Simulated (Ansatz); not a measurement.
The pair A = PH3 (SMILES P) (first 4 atoms), B = HI (SMILES I); geometry from B3LYP-D3(BJ)/def2-TZVP.
(charge 0, multiplicity 1):
```xyz
6

P     -0.4959    -0.5533     0.4139
H     -1.8481    -0.6696     0.0101
H     -0.1615     0.3996    -0.5789
H     -0.0545    -1.6663    -0.3421
I      0.5510    -0.0275     4.4590
H      0.1501    -0.2319     2.8916
```

Cores are frozen in the correlated methods. Filled d and f shells under p-block atoms count as core.

Codes used: Ansatz (Gaussian orbitals). Values without a source in brackets are computed. In def2 rows elements past Kr take small-core potentials, without spin–orbit coupling.

Total energies (hartree), monomers frozen at their geometry in the pair:

| structure | HF/def2-TZVPPD | B3LYP/def2-TZVPPD | MP2/def2-TZVPPD |
|---|---|---|---|
| AB | -639.7258474 | -641.5858300 | -640.0523123 |
| A in the pair's basis | -342.4844270 | -343.1777679 | -342.6555671 |
| B in the pair's basis | -297.2425128 | -298.4060461 | -297.3934915 |
| A | -342.4843664 | -343.1776878 | -342.6552349 |
| B | -297.2424710 | -298.4060131 | -297.3931449 |

Task: Work out the interaction energy without and with the counterpoise correction, and the superposition error, for each level.

Result: 
E(AB) − E(A) − E(B), times 627.509 kcal/mol, with the monomers in their own basis and then in the pair's basis:
- HF/def2-TZVPPD: 0.62 uncorrected, 0.69 corrected; the monomers gain 0.06 kcal/mol from borrowed functions
- B3LYP/def2-TZVPPD: -1.34 uncorrected, -1.27 corrected; the monomers gain 0.07 kcal/mol from borrowed functions
- MP2/def2-TZVPPD: -2.47 uncorrected, -2.04 corrected; the monomers gain 0.43 kcal/mol from borrowed functions

Ansatz is a quantum-chemistry and plane-wave program.
